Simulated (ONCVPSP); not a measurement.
## Which change was made? (F, ONCV)

* Element: F (Z = 9)
* Generator: ONCVPSP 4.0.1
* Type: optimised norm-conserving Vanderbilt (ONCV)
* Functional: PBE
* Relativity: scalar-relativistic
* Frozen core: none
* Valence charge: 9
* Reference configuration: 1s2 2s2 2p3 (charge +2)
* Partial waves: 1s+2s: rc 0.40 bohr, ncon 5, nbas 8, qcut 38 1/bohr, 2 projectors; 2p: rc 1.70 bohr, ncon 3, nbas 7, qcut 9 1/bohr, 3 projectors, debl 0.5 Ha
* Local potential: polynomial inside 0.30 bohr (lpopt 5, dvloc0 0 Ha)
* Core correction: none

In the p channel the program set the typed energies aside and used -1.801, 0.250, 0.750 Ha.

Cutoffs, loose and tight: the cutoffs (Ha) at which the residual kinetic energy of the hardest occupied pseudo-wave falls to 1 and 0.1 mHa per electron. They do not see the model core or the augmentation charge, which bear on the density cutoff. Test errors are all-electron minus pseudo excitation energies from the reference, over the configurations 1s2 2s2 2p5; 1s2 2s2 2p4; 1s2 2s2 2p2; 1s2 2s1 2p5; variants that change the core or the reference have their own tests.

The base gives: outcome: generated, projector energies reset by the program; cutoff, loose: 534 Ha; cutoff, tight: 608 Ha; bound ghosts: none; GHOST(+) flags above zero: none; largest test error (meV): +629.

After one change the result is: outcome: generated, projector energies reset by the program; cutoff, loose: 449 Ha; cutoff, tight: 580 Ha; bound ghosts: none; GHOST(+) flags above zero: none; largest test error (meV): +629. Which change was it?
A. s: qcut 51.9
B. s: qcut 31.8
C. s: qcut 26.6

B. The others give: s: qcut 51.9 → outcome: generated, projector energies reset by the program; cutoff, loose: 620 Ha; cutoff, tight: 721 Ha; bound ghosts: none; GHOST(+) flags above zero: none; largest test error (meV): +629 | s: qcut 26.6 → outcome: generated, projector energies reset by the program; cutoff, loose: 832 Ha; cutoff, tight: 1055 Ha; bound ghosts: none; GHOST(+) flags above zero: none; largest test error (meV): +629.
